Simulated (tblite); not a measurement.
C2H2O4S2.
Cartesian coordinates in Å at the GFN2-xTB level; atoms count from 1:
```xyz
10
C2H2O4S2 angstrom
O      0.637   -1.657    0.995
S      0.717   -0.972   -0.252
O      1.471   -1.513   -1.320
O     -0.826   -0.662   -0.774
C     -1.294    0.326    0.055
O     -0.263    1.294    0.291
C      0.950    0.823    0.118
S      2.340    1.587    0.260
H     -1.601   -0.080    1.032
H     -2.121    0.858   -0.427
```

Method: GFN2-xTB as coded in tblite; computed harmonic values from a numerical Hessian at the method's own geometry, unscaled. This tight-binding method is rough: wavenumbers can miss measured ones by several per cent, in bad cases by 10 to 20. One conformer, not necessarily the lowest.

Harmonic wavenumbers (cm⁻¹): 88.8, 140.2, 181.4, 184.7, 343.8, 373.4, 417.4, 456.0, 495.3, 575.1, 596.0, 691.3, 922.5, 983.4, 1066.4, 1109.6, 1155.1, 1184.7, 1277.6, 1316.5, 1377.2, 1438.3, 2870.2, 2955.6.

A = 2300, B = 1510, C = 1114 MHz; mass 153.939 u (most abundant isotopes); point group C1, symmetry number 1.

**Question.** What is the zero-point energy?

**Answer.** ½Σν̃ = 11100 cm⁻¹ = 31.74 kcal/mol.

**Question.** What is S at 400 K and 1 bar for an ideal gas of classical rigid rotors and harmonic oscillators?

**Answer.** Translation 42.49, rotation 29.69, vibration 24.19: S = 96.4 cal/(mol K).

**Question.** And Cp and H(400 K) − H(0)?

**Answer.** Cp = 33.41 cal/(mol K), of which vibrations give 25.46 (their classical limit is 24 R = 47.7); H(400 K) − H(0) = 8.49 kcal/mol without the zero-point energy, 5.31 from vibrations.

**Question.** Blend soft modes into free rotors: weight 1/[1 + (100 cm⁻¹/ν̃)⁴] for the oscillator and the rest for a rotor with moment μB/(μ + B), μ = h/(8π²ν), B = 10⁻⁴⁴ kg m². What vibrational entropy results?

**Answer.** 23.42 cal/(mol K) in place of 24.19, which changes −T·S at 400 K by +0.31 kcal/mol.

**Question.** How do the functions run with temperature in this model?

**Answer.** 
```
 T (K)  S (cal/(mol K))  Cp (cal/(mol K))  H − H(0) (kcal/mol)  G − H(0) (kcal/mol)  ln q(vib)
   150             71.6              18.4                 1.88                -8.87       1.35
   250             82.7              25.2                 4.06               -16.60       2.97
298.15             87.3              28.1                 5.35               -20.69       3.78
   600            111.4              40.7                15.96               -50.89       8.74
   900            129.2              46.6                29.17               -87.10      13.14
```

q(vib) and H(0) count from the zero-point level.

Hindered rotation and anharmonicity are outside this model. Other conformers, if any are populated, would add a mixing term that is left out. The structure is chiral; the term R ln 2 for an equal mix with its mirror image is left out.
